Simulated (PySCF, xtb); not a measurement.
Pair of molecules: H2O (SMILES O) (first 3 atoms) with C4H6 (SMILES C=CC=C); geometry from B3LYP-D3(BJ)/def2-TZVP, rigid monomers moved along the line of their centres of mass till H2···C5 is 3.07 Å.
(charge 0, multiplicity 1):
```xyz
13

O      0.0111    -0.4871    -0.1496
H     -0.7246    -0.5760     0.4670
H      0.7359    -0.1796     0.4067
C     -1.6979    -0.5863     3.5252
C     -0.7360     0.3299     3.3951
C      0.6844     0.0328     3.4657
C      1.6469     0.9379     3.2758
H     -1.4622    -1.6285     3.7072
H     -2.7450    -0.3232     3.4614
H     -1.0043     1.3666     3.2120
H      0.9524    -0.9989     3.6750
H      2.6941     0.6737     3.3329
H      1.4115     1.9745     3.0642
```

Interaction energies are E(AB) − E(A) − E(B) at the monomers' geometry in the complex; basis-set methods are counterpoise corrected. Rows marked so take none.

Rows in 6-311+G**, 6-31G*, STO-3G carry no dispersion term and start afresh at each structure (6-31G* with six Cartesian d functions).

Codes used: PySCF for 6-311+G** rows, 6-31G* rows, STO-3G rows; xtb for the GFN methods. Each number belongs to the level named beside it.

**Question.** One of these levels gives -8.6 kJ/mol for the interaction energy. Which?
A) B3LYP/6-311+G** (no counterpoise)
B) HF/6-31G* (no counterpoise)
C) GFN-FF
D) HF/STO-3G (no counterpoise)

**Answer.** A, B3LYP/6-311+G** (no counterpoise). The others give -6.8 (GFN-FF), -3.0 (HF/STO-3G (no counterpoise)), -11.4 (HF/6-31G* (no counterpoise))
